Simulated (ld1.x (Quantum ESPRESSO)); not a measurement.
**Logarithmic derivatives: C (Z = 6), PAW**

ld1.x (Quantum ESPRESSO) 7.5 input, shortened:

```
&input
   title='C', zed=6., rel=1, dft='PZ', iswitch=3,
   config='[He] 2s1.75 2p2.25'
 /
 &inputp
   pseudotype=3, lpaw=.true., tm=.true., lloc=-1, rcloc=1.35,
   nlcc=.true., rcore=0.55,
   which_augfun='BESSEL', rmatch_augfun=0.75
 /
4
2S  1  0   1.75   0.00  0.80  0.85  0.0
2S  1  0   0.00  -0.55  0.80  0.85  0.0
2P  2  1   2.25   0.00  1.45  1.70  0.0
2P  2  1   0.00   0.05  1.45  1.70  0.0
 &test
   configts(1)='2s1.75 2p2.25'
 /
```

The phase is arctan(r·u′/u) with u = r·R(r), unwrapped; energies in Ry, scanned from -3 to 5 Ry. A pole is an energy at which the radial function vanishes at the test radius. The pseudo phase is shifted by a multiple of π to meet the all-electron one at the reference energy, and phase errors are pseudo minus all-electron; the curves can meet again beyond the range given. Levels narrower than the energy grid can be missing from the lists of poles.

Question: For each channel, where are the poles, and over which energies does the pseudopotential scatter like the atom?

Answer:

| channel | radius (bohr) | reference energy (Ry) | poles, all-electron | poles, pseudo | unbroken range about the reference energy with phases within 0.05 rad | phase error 1 Ry above the reference energy (rad) |
| --- | --- | --- | --- | --- | --- | --- |
| s | 1.85 | -1.01 | 0.60 | 0.60 | the whole range | -0.000 |
| p | 1.85 | -0.41 | 0.96 | 0.96 | below 3.7 | +0.000 |

Phases in the p channel:

| E (Ry) | all-electron | pseudo |
| --- | --- | --- |
| -3.00 | 1.211 | 1.212 |
| -2.52 | 1.162 | 1.163 |
| -2.04 | 1.087 | 1.088 |
| -1.56 | 0.953 | 0.954 |
| -1.08 | 0.655 | 0.655 |
| -0.60 | -0.144 | -0.144 |
| -0.12 | -1.035 | -1.035 |
| 0.36 | -1.385 | -1.385 |
| 0.84 | -1.543 | -1.543 |
| 1.32 | -1.640 | -1.639 |
| 1.80 | -1.714 | -1.712 |
| 2.28 | -1.783 | -1.778 |
| 2.76 | -1.858 | -1.847 |
| 3.24 | -1.953 | -1.929 |
| 3.72 | -2.092 | -2.038 |
| 4.20 | -2.326 | -2.198 |
| 4.68 | -2.767 | -2.456 |
